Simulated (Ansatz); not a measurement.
Frontier orbitals of C₆H₁₀F₂SiZr, SMILES `[CH3][Zr]1234([F])([F])[C@@H]5[C@H]1[C@H]2[C@@]3([SiH3])[C@@H]54`.

```xyz
20

C    -2.275    0.881    1.449
Zr   -1.207   -0.389   -0.031
F    -2.488   -0.604   -1.440
F    -0.967   -2.055    0.890
C     0.054    1.301   -1.431
C     0.270    1.682   -0.090
C     1.023    0.664    0.530
C     1.272   -0.367   -0.409
Si    2.242   -1.930   -0.109
C     0.657    0.044   -1.627
H    -1.696    1.103    2.350
H    -3.157    0.299    1.753
H    -2.632    1.829    1.035
H    -0.513    1.852   -2.168
H    -0.080    2.588    0.380
H     1.327    0.651    1.568
H     1.632   -3.054   -0.863
H     2.257   -2.223    1.344
H     3.640   -1.747   -0.582
H     0.639   -0.524   -2.547
```

The species carries charge 0 and has multiplicity 1. Correlated methods include outer-core shells of Zr, which these sets cover unevenly. Zr takes the def2 core potential. Geometry: relaxed with PBE0-D4/def2-TZVP. Basis def2-TZVPP, Ansatz.

Orbital energies of one run (eV). Highest occupied ones, from the top: -9.79, -9.90, -10.05, -12.11, -12.12, -12.21, -13.26, -13.36, -13.72, -13.81, -13.93, -14.09, -14.19, -14.24. Empty: 0.80, 0.98, 1.20, 1.36, 1.47, 1.59.

Which functional gave them?
A. HSE06 (plane-wave form)
B. LC-ωPBE
C. ωB97M-V
D. r2SCAN0

C. HOMO energies: ωB97M-V -9.79, HSE06 -7.25, LC-ωPBE -10.22, r2SCAN0 -7.81 eV.

LC-ωPBE has ω = 0.4 bohr⁻¹.
